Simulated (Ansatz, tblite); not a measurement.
Cost and result up the ladder for Pb2O (3 atoms). Total charge 0; singlet. Geometry: PBE0-D4/def2-TZVP.

Cartesian coordinates in Å:
```
Pb -1.5500 0.2167 0.0978
Pb 1.1329 -0.4811 -0.9717
O 0.4171 0.2643 0.8739
```

Ansatz on 4 threads of Arm Neoverse V2 on a shared host; xTB runs through tblite on one thread. Times are rough, summed over both states, and most runs start from the orbitals of an earlier one. PBE0-D4/def2-TZVP serves as the yardstick here, not as an exact answer. The other state is a triplet at its own geometry.

In the def2 sets Pb takes a core potential; there is no spin–orbit coupling. The xTB rows come from tblite. At PBE0-D4/def2-TZVP a broken-symmetry singlet of charge 0 lies 0.26 eV below the triplet, each at its own geometry. The structure comes from a short search, and lower isomers may exist.

Run but left out: HF/def2-TZVP, HF/def2-TZVPP, r2SCAN-D4/def2-TZVP, B2PLYP/def2-TZVP, RPA@PBE/def2-TZVP, MP2/def2-TZVP, MP2/def2-TZVPP, CCSD/def2-TZVPP, CCSD(T)/def2-TZVPP (singlet: restricted singlet, unstable towards broken spin symmetry); B97M-V/def2-TZVP, r2SCANh-D4/def2-TZVP, B3LYP-D4/def2-TZVP, ωB97X-V/def2-TZVP (singlet: restricted singlet, unstable towards broken spin symmetry at other levels and untested here).

xTB has no spin-polarisation term.

| level | functions | wall time | triplet − singlet (eV) | difference from PBE0-D4/def2-TZVP (eV) |
| --- | --- | --- | --- | --- |
| GFN1-xTB | 12 | 0.002 s | 0.93 | 0.68 |
| GFN2-xTB | 12 | 0.002 s | 1.05 | 0.80 |
| PBE-D4/def2-TZVP (with forces) | 131 | 2.3 s | 0.28 | 0.03 |
| PBE0-D4/def2-TZVP | 131 | 3.1 s | 0.26 | 0.00 |
